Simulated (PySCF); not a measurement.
Ir(acac)(CO)2 (C7H7IrO4), SMILES CC1=CC(C)=[O]->[Ir](<-[C-]#[O+])(<-[C-]#[O+])[O]1, multiplicity 1.

The structure is a stationary point at B3LYP-D3(BJ)/def2-SVP. The spin state was assumed, not searched. The isomer is the one that the SMILES or the coordinates give; other isomers of the formula were not compared. The def2 effective core potentials stand for the cores of Ir; spin–orbit coupling is left out. The values are those of a single conformer.

All values below come from PBE/def2-SVP run with PySCF.

Symmetry labels are those of the subgroup C2v that the program uses (full group C2v).

### Question
List the valence orbital energies around the gap with their symmetry. (The exact figures need the calculation; the answer reports its results.)

### Answer

```csv
orbital,symmetry,energy (eV)
HOMO−7,A2,-9.05
HOMO−6,A1,-8.33
HOMO−5,B1,-6.83
HOMO−4,B2,-6.82
HOMO−3,A1,-6.72
HOMO−2,A2,-6.40
HOMO−1,B1,-5.81
HOMO,A1,-5.46
LUMO,A2,-2.45
LUMO+1,B1,-1.91
LUMO+2,B2,-1.75
LUMO+3,A1,-1.13
```
